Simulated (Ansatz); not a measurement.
One geometry of Na₂Sb, several levels of theory.

```yaml
crystal:
  periodic: [false, false, false]
  atoms:
    - {symbol: Na, position_ang: [-0.421372, 1.082619, 1.834986]}
    - {symbol: Na, position_ang: [0.375235, 0.211785, -2.128642]}
    - {symbol: Sb, position_ang: [0.046137, -1.294404, 0.293656]}
basis:
  gaussian: {orbitals: def2-TZVP, initial_orbitals: start.molden}
magnetization: {spin_polarized: true, initial_magnetization: 1}
hamiltonian: {xc: hf}
scf: {omitted_lower_state_checks: [starts]}
output: {orbitals: {seedname: orbitals}}
```

The file start.molden holds the orbitals of an earlier run on this structure, at another level or in another basis.

```sh
$ ansatz run in.yaml --threads 4 --pin off --events-out ev --progress --plain --max-ram 3916MiB
```

Shortened log:

```
Functional definition: HF
1165 factors; their error is unknown
mean field evaluation 1: about -15318.8345 eV, gradient 1.2e1 eV
mean field evaluation 2: about -15319.1830 eV, gradient 5.5e-1 eV
mean field evaluation 4: about -15319.2525 eV, gradient 1.5e-1 eV
mean field evaluation 8: about -15320.1884 eV, gradient 1.6e-5 eV
mean field evaluation 16: about -15320.1884 eV, gradient 5.4e-6 eV
mean field -15320.18842635 eV, -563.0065402718 hartree, gradient 5.4e-6 eV, S^2 1.236944; 0 other end points of the search recorded, 0 dependent functions left out
reference -15320.18842635 eV, -563.0065402718 hartree; 23, 22 occupied and 91, 92 virtual orbitals, 1165 factors
Total energy: -15320.18842635 eV, -563.0065402718 hartree
Checks for a lower state left out: starts
```

Hardware: 4 threads of Arm Neoverse V1 on a shared host. Wall time 1.9 s.

First input, but with `gaussian: {orbitals: def2-TZVPD, initial_orbitals: start.molden}`, `correlation: {method: ccsd_t}`, `scf: {omitted_lower_state_checks: [starts, cluster_reference]}` and without the key `hamiltonian` (abridged; 29 s):

```
Functional definition: HF
mean field -15320.19496178 eV, -563.0067804444 hartree, gradient 2.1e-6 eV, S^2 1.236233
6 core orbitals not correlated: weight in the atoms' cores, before any rotation towards them, 1.000 or more for the frozen orbitals, at most 0.000 for the correlated occupied ones
second order -18.02844548 eV of doubles, -0.00000000 eV of singles
cycle   1  -17.82918376 eV  change    2.0e-1 eV  update   1.1e-1
cycle   2  -18.23976137 eV  change   -4.1e-1 eV  update   5.0e-2
cycle   3  -18.31669107 eV  change   -7.7e-2 eV  update   4.4e-2
cycle   4  -18.31856928 eV  change   -1.9e-3 eV  update   2.8e-2
cycle   5  -18.33603074 eV  change   -1.7e-2 eV  update   1.4e-2
cycle   6  -18.35477524 eV  change   -1.9e-2 eV  update   6.0e-3
cycle   7  -18.35071395 eV  change    4.1e-3 eV  update   2.5e-3
cycle   8  -18.35311280 eV  change   -2.4e-3 eV  update   1.3e-3
cycle   9  -18.35288684 eV  change    2.3e-4 eV  update   7.5e-4
cycle  10  -18.35255108 eV  change    3.4e-4 eV  update   3.8e-4
cycle  11  -18.35298144 eV  change   -4.3e-4 eV  update   1.7e-4
cycle  12  -18.35298466 eV  change   -3.2e-6 eV  update   5.2e-5
cycle  13  -18.35296129 eV  change    2.3e-5 eV  update   2.1e-5
perturbative correction -0.45260725 eV, -0.0166330098 hartree
Total energy: -15339.00053032 eV, -563.6978723413 hartree
Checks for a lower state left out: starts, cluster_reference
```

Geometry: PBE0-D4/def2-TZVP.

In the def2 sets Sb takes a core potential; there is no spin–orbit coupling. Correlated methods freeze 6 core orbitals; core or outer-core shells of Na, Sb are correlated, in sets that lack core-valence functions. At HF/def2-TZVP, CCSD(T)/def2-TZVPD the charge 0 doublet is spin-contaminated (final ⟨S²⟩ up to 1.24, 0.75 for a pure state). The structure comes from a short search, and lower isomers may exist.
